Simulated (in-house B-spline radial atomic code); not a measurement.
Configurations of Co VI (Co5+), with energies counted from [Ar] 3d4. Method: non-relativistic wB97X, spin-polarised, spherical fractional occupations, exact exchange averaged over the configuration, point nucleus. Calculated with a B-spline radial code for spherical atoms. Shells without spins written out take the highest spin.

Occupations are held fixed; configurations that lie above the ionisation limit could autoionise.

```csv
configuration,E - E(ref) (eV),highest orbital,its <r> (bohr)
[Ar] 3d3 4f1,72.563,4f up,2.823
[Ne] 3s2 3p5 3d4 4s1,89.161,4s up,1.832
[Ne] 3s2 3p5 3d4 4p1,99.07,4p up,1.988
```

(1) Order these further configurations by energy, lowest first.
A. [Ar] 3d3 4s1
B. [Ne] 3s2 3p5 3d5
C. [Ar] 3d3 4p1
D. [Ne] 3s2 3p5 3d4 4f1

Results:

(1) A (36.004 eV), C (45.876 eV), B (52.169 eV), D (125.92 eV).
